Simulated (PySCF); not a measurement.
# UHF on Zn+ (zinc, charge +1)

Configuration: [Ar] 3d10 4s1, 2S determinant. Computed with PySCF 2.14 in 6-31G*, with no relativity, point nucleus.

```json
{
 "Total energy": "-1777.209131 hartree",
 "One-electron energy": "-2474.2743 hartree",
 "Hartree (Coulomb) energy": "766.6275 hartree",
 "Exchange energy": "-69.5624 hartree",
 "Kinetic energy": "1777.04659 hartree",
 "⟨S²⟩": "0.7502",
 "⟨L²⟩": "0.000",
 "Sum of ⟨r⟩": "18.61 bohr",
 "Sum of ⟨r²⟩": "22.23 bohr²",
 "Density at the nucleus (Gaussians lack the cusp)": "17400 bohr⁻³",
 "Spin density at the nucleus": "4.97 bohr⁻³",
 "Langevin diamagnetic susceptibility": "-17.6 ×10⁻⁶ cm³/mol",
 "Time after the integrals": "0.07 s of wall time on 1 thread of Neoverse-V2 (shared host)"
}
```

```csv
shell,electrons,mean orbital energy (hartree),"rms radius, mean of both spins (bohr)"
1s α,1,-353.60333,0.0591
1s β,1,-353.60029,0.0591
2s α,1,-44.67698,0.248
2s β,1,-44.67409,0.248
2p β,3,-39.24280,0.221
2p α,3,-39.24279,0.221
3s α,1,-5.94976,0.742
3s β,1,-5.93887,0.742
3p α,3,-4.15225,0.783
3p β,3,-4.14906,0.783
3d α,5,-1.07591,0.961
3d β,5,-1.07223,0.961
4s α,1,-0.59975,2.79
```
